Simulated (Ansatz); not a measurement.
Total energies of AsP3SOO nortricyclane (AsP₃SO₂) from Ansatz at PBE0-D4/def2-TZVP, gas phase (1 Eh = 27.2114 eV = 2625.5 kJ/mol). The reference geometry is relaxed at PBE0-D4/def2-SVP.

| atom | x (Å) | y (Å) | z (Å) |
| --- | --- | --- | --- |
| As1 | -0.0666 | 1.6479 | -0.1270 |
| S2 | -0.7584 | 0.6217 | 1.7616 |
| P3 | -0.3663 | -1.3516 | 1.1429 |
| P4 | 1.4008 | -0.9799 | -0.2282 |
| O5 | 1.4542 | 0.6828 | -0.2449 |
| P6 | -0.7167 | -1.1316 | -1.0863 |
| O7 | -0.9469 | 0.5107 | -1.2179 |

```tsv
state	geometry	energy (Eh)
charge 0 singlet	reference	-3807.89768
charge 1 doublet	reference	-3807.57393
charge 1 doublet	relaxed at PBE0-D4/def2-SVP	-3807.58359
free As atom (quartet)	–	-2235.53903
free S atom (triplet)	–	-397.97371
free P atom (quartet)	–	-341.13505
free O atom (triplet)	–	-75.01860
```

(1) Work out the vertical ionisation energy to the doublet.

(2) How much does the charge 1 doublet relax, and what is the adiabatic ionisation energy?

(3) What is the binding energy per atom against free atoms?

(1) E(charge 1 doublet) − E(charge 0 singlet) = -3807.57393 − (-3807.89768) = 0.32375 Eh = 8.81 eV. For comparison, −ε of the highest occupied level is 7.02 eV at this level, 1.79 eV less.

(2) Relaxation: -3807.57393 − (-3807.58359) = 0.00966 Eh = 0.26 eV. Adiabatic ionisation energy: 0.31409 Eh = 8.55 eV, without zero-point energy. 

(3) Atoms: 1 × (-2235.53903) + 1 × (-397.97371) + 3 × (-341.13505) + 2 × (-75.01860) = -3806.95509 Eh. Binding: -3806.95509 − (-3807.89768) = 0.94259 Eh = 25.65 eV, or 3.66 eV for each of 7 atoms (no zero-point energy, no counterpoise term).
